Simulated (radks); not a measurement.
Neutral europium, configuration [Xe] 4f7 6s2. Method: non-relativistic Kohn-Sham, exchange-only PBE, spin-polarised, spherical densities, point nucleus; open shells are filled with parallel spins first (spin-orbit coupling, left out, can overturn this in heavy ions); relativity is left out, which matters for an element this heavy; computed with a radial shooting solver on a logarithmic mesh with Libxc functionals.

Normalised radial functions P(r) = r R(r), r in bohr:

r         5s down    5p up  6s down
0.001743   0.0437   0.0014   0.0123
0.002794   0.0654   0.0034   0.0183
0.00448    0.0936   0.0082   0.0262
0.007182   0.1239   0.0193   0.0347
0.01151    0.1418   0.0431   0.0397
0.01846    0.1170   0.0883   0.0328
0.02959    0.0125   0.1558   0.0035
0.04744   -0.1572   0.2086  -0.0441
0.07546   -0.2262   0.1430  -0.0633
0.121      0.0290  -0.1189   0.0084
0.1939     0.3382  -0.3014   0.0946
0.3109    -0.0499   0.0747  -0.0159
0.4985    -0.4991   0.4558  -0.1367
0.7991     0.2621  -0.1574   0.0885
1.281      0.9592  -0.8670   0.2202
2.054      0.5794  -0.6586  -0.1188
3.293      0.1122  -0.1858  -0.4793
5.279      0.0055  -0.0170  -0.4358
8.396      0.0000  -0.0003  -0.1737
13.46      0.0000  0.0000  -0.0240

5s down: eigenvalue -36.236 eV, 4 radial nodes at r = 0.0308, 0.117, 0.301, 0.713 bohr, <r> = 1.50 bohr, 90 % of the charge inside 2.17 bohr. 5p up: eigenvalue -23.020 eV, 3 radial nodes at r = 0.101, 0.293, 0.738 bohr, <r> = 1.66 bohr, 90 % of the charge inside 2.44 bohr. 6s down: eigenvalue -2.710 eV, 5 radial nodes at r = 0.0308, 0.117, 0.299, 0.697, 1.81 bohr, <r> = 4.76 bohr, 90 % of the charge inside 7.14 bohr.
